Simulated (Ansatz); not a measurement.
Geometry optimisation, Ansatz 0.2.0, RKS PBE0-D4/6-31G*.

Input:

```yaml
crystal:
  periodic: [false, false, false]
  atoms:
    - { symbol: Si, position_ang: [-1.3068, 0.735, -0.7836] }
    - { symbol: Si, position_ang: [-0.1702, -0.5882, 0.5487] }
    - { symbol: C, position_ang: [1.5916, -0.3587, 0.6606] }
    - { symbol: S, position_ang: [1.5319, -1.5579, -0.5164] }
    - { symbol: H, position_ang: [-0.49, 1.8118, -1.4382] }
    - { symbol: H, position_ang: [-2.395, 1.5176, -0.0126] }
    - { symbol: H, position_ang: [-2.0283, 0.0403, -1.875] }
    - { symbol: H, position_ang: [-0.7764, -1.5825, 1.4158] }
    - { symbol: H, position_ang: [2.0917, -0.6557, 1.6467] }
    - { symbol: H, position_ang: [2.0347, 0.5871, 0.3571] }
basis:
  gaussian: { orbitals: "6-31G*" }
hamiltonian:
  xc: pbe0
  dispersion: d4
relax:
  f_tol: 0.02
  max_steps: 40
scf:
  lower_state_search: "off"
output:
  orbitals: {}
```

Launched with:

```bash
$ ansatz run input.yaml --threads 1 --pin off --max-ram 2048MiB --backend cpu --events-out ev --progress --plain --runs-dir out
```

Where does it end, and by what steps?

The run converged. After 5 steps the energy has fallen by 0.785 eV; Si2 moved furthest, 0.20 Å.

```csv
step,energy less start (eV),largest force component (eV/Å),accepted
0,0.0000,4.447,yes
1,-0.5904,2.322,yes
2,-0.7506,0.565,yes
3,-0.7771,0.158,yes
4,-0.7830,0.058,yes
5,-0.7854,0.018,yes
```

```xyz
10
Properties=species:S:1:pos:R:3
Si -1.391 0.778 -0.837
Si -0.119 -0.720 0.404
C 1.653 -0.293 0.780
S 1.557 -1.568 -0.568
H -0.452 1.710 -1.519
H -2.305 1.558 0.046
H -2.208 0.061 -1.854
H -0.815 -1.578 1.398
H 2.104 -0.663 1.700
H 2.058 0.662 0.452
```

Time of the run: 18 s on 1 thread of Arm Neoverse V2, on a shared host, peak memory 0.15 GiB.
